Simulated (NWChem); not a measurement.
**Basis-set convergence for H₄BO₂P**

SMILES: PB(O)O
```xyz
8

B      0.3323     0.3772     0.0000
O      0.7321     0.8679    -1.2188
H      1.3412     1.6281    -1.1675
O      0.7321     0.8679     1.2188
H      1.3412     1.6281     1.1675
P     -1.0153    -1.0293     0.0000
H     -0.4139    -1.7950     1.0568
H     -0.4139    -1.7950    -1.0568
```
Charge 0, spin multiplicity 1.

All runs are NWChem calculations. The geometry was optimised at PBE/def2-SVP, a minimum by its harmonic frequencies. It is one conformer; others weren't searched.

Quantity: vertical ionisation energy at the level ΔCCSD(T) (Δ: difference of total energies, the cation a doublet at the parent's geometry with its hole in an orbital of symmetry a' (Cs labels); it is the state that the SCF runs reached, from PBE0 orbitals for Hartree-Fock references, and need not be the lowest).

The correlated methods keep 8 core orbitals frozen. The Pople sets run with spherical d functions. The structure started from a generated list of species. No SCF solution was tested for a lower state. Open-shell Hartree-Fock references start from PBE0 orbitals; any time given for them includes that run.

Relative cost: rough, from shared machines, SCF included, 6-31G* = 1.

```tsv
basis	functions	vertical ionisation energy (eV)	relative cost
6-31G*	68	?	1
def2-SVP	80	?	under 3
pcseg-1	80	9.30	under 3
cc-pVDZ	80	9.30	under 3
```

**Question.** What belongs in the gaps?

**Answer.** 
- 6-31G*, vertical ionisation energy (eV): 9.13
- def2-SVP, vertical ionisation energy (eV): 9.25
